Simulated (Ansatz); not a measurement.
C6H9ClFNTi, SMILES `[CH3][Ti]1234([NH2])([Cl])[C@@H]5[C@H]1[C@H]2[C@@]3(F)[C@@H]54`. Total charge 0; spin multiplicity 1. Geometry: relaxed with PBE0-D4/def2-TZVP. It is one conformer, not always the lowest.

```xyz
19

C    -1.896    1.130   -0.338
Ti   -0.298    0.252    0.678
N    -1.022   -1.365    1.280
Cl   -0.087    1.633    2.426
C     1.706    0.902   -0.293
C     0.809    0.643   -1.347
C     0.516   -0.740   -1.351
C     1.260   -1.308   -0.309
F     1.256   -2.598    0.003
C     1.974   -0.315    0.377
H    -2.702    1.152    0.406
H    -2.241    0.579   -1.214
H    -1.661    2.159   -0.623
H    -1.738   -1.316    1.996
H    -0.785   -2.328    1.091
H     2.089    1.869   -0.005
H     0.401    1.371   -2.030
H    -0.166   -1.263   -2.002
H     2.584   -0.458    1.255
```

(1) What is the dipole moment at ωB97M-V/def2-TZVPP? (Estimate.)

(2) And with PBE, r2SCAN, B3LYP? (Estimate.)

(3) Give the Mulliken charges with ωB97M-V, B3LYP, r2SCAN in def2-TZVPP. (Best estimate.)

## Answers

(1) Ansatz gave: 2.32 D, with components (0.50, -1.19, -1.92) D in this frame, pointing from negative to positive charge.

(2) The calculation gave: PBE 2.09 D, r2SCAN 2.20 D, B3LYP 2.21 D.

(3) The calculation gave: 
```tsv
atom	ωB97M-V	B3LYP	r2SCAN
C1	-0.50	-0.47	-0.38
Ti2	0.28	0.45	0.46
N3	-0.33	-0.39	-0.43
Cl4	-0.22	-0.28	-0.28
C5	-0.09	-0.10	-0.09
C6	-0.14	-0.15	-0.11
C7	-0.09	-0.13	-0.11
C8	0.21	0.28	0.28
F9	-0.19	-0.21	-0.21
C10	-0.09	-0.12	-0.11
H11	0.12	0.10	0.07
H12	0.12	0.09	0.06
H13	0.12	0.09	0.07
H14	0.12	0.14	0.16
H15	0.11	0.13	0.15
H16	0.15	0.15	0.13
H17	0.14	0.14	0.11
H18	0.14	0.14	0.12
H19	0.15	0.15	0.13
```

B3LYP here is the variant with VWN-RPA as its local correlation; programs differ in this.
